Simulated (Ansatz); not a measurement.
Program: Ansatz 0.2.0.

A structure relaxed at PBE0-D4/def2-TZVP, charge 0, multiplicity 1:

```
atom   x (Å)   y (Å)   z (Å)
  C1   1.240  -0.694  -0.453
  N2   0.101  -0.273  -0.191
 Ga3  -1.263   0.709   0.462
  H4   2.162  -0.217  -0.084
  H5   1.397  -1.585  -1.080
  H6  -1.781   1.842  -0.469
  H7  -1.856   0.219   1.815
```

Q: Give its formula and SMILES.

A: CH4GaN, `C=[N][GaH2]`.

Q: Point group (tolerance 0.08 Å, 0.16 Å for H)?

A: Cs.

Q: Summarise the bond lengths by kind.

A: 1 × C–N 1.242 Å; 2 × C–H 1.101 Å; 1 × Ga–N 1.803 Å; 2 × Ga–H 1.556 Å.
